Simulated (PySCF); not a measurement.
SMILES C[Si](C)(O)O[Si](C)(O)O (C3H12O4Si2) at its GFN2-xTB optimised geometry (Å):

```
21

Si    -0.5889     1.3704    -0.2836
C     -0.8099     1.8392    -2.0997
O     -1.3738     2.4904     0.5804
O      0.9632     1.2925     0.2049
O     -1.2698    -0.0990     0.0000
Si    -0.8617    -1.6607     0.0000
C     -1.5194    -2.5069    -1.5678
C     -1.5347    -2.4531     1.5886
O      0.7904    -1.6607     0.0000
H     -0.3572     2.8032    -2.3025
H     -1.8600     1.9062    -2.3608
H     -0.3492     1.1079    -2.7563
H     -1.3391     2.4665     1.5338
H      1.3738     0.4299     0.1446
H     -1.3170    -3.5739    -1.5617
H     -1.0646    -2.0893    -2.4615
H     -2.5923    -2.3803    -1.6599
H     -1.0676    -2.0271     2.4717
H     -1.3542    -3.5238     1.6028
H     -2.6044    -2.3023     1.6802
H      1.2596    -2.4904     0.0014
```

Method: PySCF with PBE0/def2-SVP.

Map of the Laplacian of the electron density (e/bohr⁵), clipped to [-1.50, 1.50] on the plane z = 1.0 Å:

```
|###########################|
|###########################|
|###########################|
|########%%%################|
|#######%@@@%###############|
|######%@@#@@%##############|
|######%@% %@%##############|
|######%@@@@@%##%%%#########|
|#######%@@@%%#%%@%%########|
|########%%%##%%@@@%########|
|##############%@@@%########|
|##############%%%%%########|
|########%%%%###%%##########|
|########%%%%###############|
|########%%%%###############|
|########%%%################|
|#########%#####%%##########|
|#######%%#####%%%%#########|
|######%%#####%%%%%#########|
|#####%%%#**###%%%%#########|
|#####%%%#+##%##%###########|
|#####%%%%#%%###############|
|######%%%%%%###############|
|#######%%%%################|
|#########%#################|
|###########################|
|###########################|
```
Scale: ten equal steps from -1.50 (start of ' ') to 0.446 (end of '@'), in the order ' .:-=+*#%@'; x runs from -4.50 to 4.50, y from -4.50 (bottom) to 4.50 (top).
